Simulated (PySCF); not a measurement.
C2H7InO, SMILES C[CH2][InH][OH].

The structure is a stationary point at B3LYP-D3(BJ)/def2-SVP. The structure was generated by enumeration; whether it is a known compound was not checked. The def2 effective core potentials stand for the cores of In; spin–orbit coupling is left out. Other conformers were not sampled.

Level of theory: M06-2X/def2-TZVP (PySCF).

Isolated molecule, no solvent.

Computed frontier levels, gap, dipole moment and polarisability:
* **highest occupied level**: -8.46 eV
* **lowest empty level**: -0.74 eV
* **orbital gap**: 7.72 eV
* **dipole moment**: 2.97 D
* **quadrupole, principal values (traceless, Buckingham form, about the centre of nuclear charge)**: -9.67, 2.82, 6.85 D·Å
* **mean static polarisability**: 64.6 bohr³ (9.57 Å³)
* **polarisability, principal values**: 48.8, 63.3, 81.6 bohr³
